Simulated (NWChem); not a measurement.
Program: NWChem. System: BeF2, charge 0, spin multiplicity 1, at a geometry optimised with B3LYP/def2-SVP. The structure started from a generated list of species. Level: EOM-CCSD/aug-cc-pVDZ, 3 core orbitals frozen.

Input file:

```
start mol
memory heap 100 mb stack 700 mb global 1900 mb
geometry units angstroms nocenter noautoz
  Be     0.000000     0.000000     0.000000
  F      0.000000     0.000000     1.386504
  F      0.000000     0.000000    -1.386504
  symmetry group D2h
end
basis spherical
  * library aug-cc-pvdz
end
scf
  rhf
  nopen 0
  maxiter 100
  thresh 1e-7
  semidirect memsize 60000000 filesize 0
end
tce
  freeze core 3
  ccsd
  nroots 1
  2eorb
  2emet 13
  thresh 1e-5
  maxiter 200
  tilesize 24
  dipole
end
task tce energy
```

Part of the output:

```
             Northwest Computational Chemistry Package (NWChem) 7.3.0
             --------------------------------------------------------

                                NWChem Input Module
                                -------------------

 Scaling coordinates for geometry "geometry" by  1.889725989
 (inverse scale =  0.529177249)

 Turning off AUTOSYM since
 SYMMETRY directive was detected!

                             Geometry "geometry" -> ""
                             -------------------------

 Output coordinates in angstroms (scale by  1.889725989 to convert to a.u.)

  No.       Tag          Charge          X              Y              Z
 ---- ---------------- ---------- -------------- -------------- --------------
    1 Be                   4.0000     0.00000000     0.00000000     0.00000000
    2 F                    9.0000     0.00000000     0.00000000     1.38650400
    3 F                    9.0000     0.00000000     0.00000000    -1.38650400

 Effective nuclear repulsion energy (a.u.)      42.9370852969

            Nuclear Dipole moment (a.u.)
            ----------------------------
        X                 Y               Z
 ---------------- ---------------- ----------------
     0.0000000000     0.0000000000     0.0000000000

      Symmetry information
      --------------------

 Group name             D2h
 Group number             26
 Group order               8
 No. of unique centers     2

      Symmetry unique atoms

     1    2


 Summary of "ao basis" -> "" (spherical)
 ------------------------------------------------------------------------------
       Tag                 Description            Shells   Functions and Types
 ---------------- ------------------------------  ------  ---------------------
 *                        aug-cc-pvdz                 on all atoms

 Summary of "ao basis" -> "ao basis" (spherical)
 ------------------------------------------------------------------------------
       Tag                 Description            Shells   Functions and Types
 ---------------- ------------------------------  ------  ---------------------
[...]
    14ag  (alpha) ---     8b3u (alpha)       -0.7129174031
    16ag  (alpha) ---     8b3u (alpha)        0.5452354685
    30ag  (alpha) ---     8b3u (alpha)       -0.1469179983
    15b1u (alpha) ---    10b2g (alpha)        0.1181855993
    19b1u (alpha) ---    10b2g (alpha)        0.2047429236

 Doubles contributions

 No. of initial left vectors    1

 EOM-CCSD left-hand side iterations
 --------------------------------------------------------------
      Residuum       Omega / hartree  Omega / eV    Cpu    Wall
 --------------------------------------------------------------

 Iteration   1 using    1 trial vectors
   0.8570615480196   0.6465727796646   17.59415     6.8     6.8

 Iteration   2 using    2 trial vectors
   0.0891552664580   0.4973392438229   13.53330     6.5     6.5

 Iteration   3 using    3 trial vectors
   0.0686791300400   0.4932053196571   13.42081     6.8     6.8

 Iteration   4 using    4 trial vectors
   0.1394258480400   0.4780560827026   13.00857     6.0     6.0

 Iteration   5 using    5 trial vectors
   0.1033696488968   0.4614647016467   12.55710     4.4     4.4

 Iteration   6 using    6 trial vectors
   0.1465156719089   0.4479749450206   12.19002     4.4     4.4

 Iteration   7 using    7 trial vectors
   0.1275781660977   0.4094814780158   11.14256     5.1     5.1

 Iteration   8 using    8 trial vectors
   0.0581078503325   0.4057520698781   11.04108     5.0     5.0

 Iteration   9 using    9 trial vectors
   0.0279973495836   0.4018606096710   10.93519     4.6     4.6

 Iteration  10 using   10 trial vectors
   0.0149417952875   0.4019125916001   10.93660     4.8     4.8

 Iteration  11 using   11 trial vectors
   0.0066782756458   0.4017505640670   10.93219     4.6     4.6

 Iteration  12 using   12 trial vectors
   0.0038250337342   0.4015665282340   10.92719     4.2     4.2

 Iteration  13 using   13 trial vectors
   0.0028026518005   0.4016738785338   10.93011     4.4     4.4

 Iteration  14 using   14 trial vectors
   0.0011471056883   0.4015979157249   10.92804     4.4     4.4

 Iteration  15 using   15 trial vectors
   0.0005455722058   0.4016174612151   10.92857     4.8     4.8

 Iteration  16 using   16 trial vectors
   0.0002347612094   0.4016155110357   10.92852     5.4     5.4

 Iteration  17 using   17 trial vectors
   0.0000772127603   0.4016129684182   10.92845     5.3     5.3

 Iteration  18 using   18 trial vectors
   0.0000290075804   0.4016147863199   10.92850     4.5     4.5

 Iteration  19 using   19 trial vectors
   0.0000178870419   0.4016141845756   10.92848     3.9     3.9

 Iteration  20 using   20 trial vectors
   0.0000148247790   0.4016143560692   10.92849     4.1     4.1

 Iteration  21 using   21 trial vectors
   0.0000096205833   0.4016144657996   10.92849     4.5     4.5
 --------------------------------------------------------------
 Iterations converged

 Excited state root  1
 Excitation energy / hartree =        0.401614276138578
                   / eV      =       10.928485147421616

 EOM-CCSD transition moments / hartree
 --------------------------------------------
 X    0.7898138 Y    0.0000000 Z    0.0000000
 Oscillator Strength                0.1670195
 --------------------------------------------

 EOM-CCSD dipole moments / hartree & Debye
 ------------------------------------
   X        -0.0000000     -0.0000000
   Y        -0.0000000     -0.0000000
   Z        -0.0000000     -0.0000000
 Total       0.0000000      0.0000000
 ------------------------------------

 Singles contributions
    14ag  (alpha) ---     8b3u (alpha)       -0.7129174031
    16ag  (alpha) ---     8b3u (alpha)        0.5452354685
    30ag  (alpha) ---     8b3u (alpha)       -0.1469179983
    15b1u (alpha) ---    10b2g (alpha)        0.1181855993
    19b1u (alpha) ---    10b2g (alpha)        0.2047429236

 Doubles contributions

 Task  times  cpu:     1008.5s     wall:     1008.5s

 Total times  cpu:     1008.6s     wall:     1008.6s
```
